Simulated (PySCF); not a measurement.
Structure with atom numbers: `[OH:1][CH2:2][CH2:3][C:4]([F:5])([F:6])[F:7]`. Hydrogens are named by the atom that carries them.

GIAO PBE0/pcSseg-1 shifts (PySCF 2.14.0 with density-fitted response routines, gas phase, non-relativistic, equivalent atoms averaged), each against references optimised in the same way as the molecule (H2O, TMS, CFCl3).

On the GFN2-xTB geometry: O1 33.0, C4 134.1, C2 62.2, C3 43.4, F5/F6/F7 -84.3, H(C2) 4.18, H(C3) 2.29, H(O1) 0.11 ppm.

Problem. What changes on the PBE0-D3(BJ)/def2-SVP geometry?

Solution. 
| atoms | δ (ppm) | change |
| --- | --- | --- |
| O1 | 31.1 | -1.9 |
| C4 | 130.2 | -3.9 |
| C2 | 58.8 | -3.4 |
| C3 | 41.4 | -2.0 |
| F5/F6/F7 | -81.6 | +2.7 |
| H(C2) | 3.78 | -0.40 |
| H(C3) | 1.98 | -0.31 |
| H(O1) | -0.35 | -0.46 |

Unscaled 19F shifts against computed CFCl3 carry errors that often reach 10 to 50 ppm.

Bonds between heavy atoms that differ most (equivalent bonds averaged): C2–C3 1.539 → 1.524 Å, C3–C4 1.513 → 1.504 Å, C4–F5 1.342 → 1.338 Å. Mean change of bonds to hydrogen: O–H -0.001 Å, C–H +0.008 Å.
